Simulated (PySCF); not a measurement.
## Correlation energy of Kr³⁺ (krypton, charge +3)

[Ar] 3d10 4s2 4p3, high-spin 4S determinant. All numbers are calculated (PySCF 2.14, no relativity, point nucleus, in 6-31G*). Frozen: [Ar] 3d10; 5 electrons correlated.

MP2 pair energies summed by pair of shells (mhartree):

```json
{"pair": "4s-4p", "energy": "-40.45", "share (%)": "67.0"}
{"pair": "4p-4p", "energy": "-14.83", "share (%)": "24.6"}
{"pair": "4s-4s", "energy": "-5.10", "share (%)": "8.4"}
```

Total MP2 correlation energy: -60.37 mhartree.

Same-spin part -15.50 and opposite-spin part -44.87 mhartree; SCS-MP2 scales them by 1/3 and 6/5 to -59.02 mhartree.

| level | correlation energy (mhartree) |
| --- | --- |
| CCSD | -75.82 |
| (T) | -0.57 |
| CCSD(T) | -76.39 |

Diagnostics: T1 = 0.00056, D1 = 0.0017, largest double amplitude 0.059.

Cost of the coupled-cluster step: 0.21 s of wall time on 1 thread of Neoverse-N1 (shared host), for 5 correlated electrons.
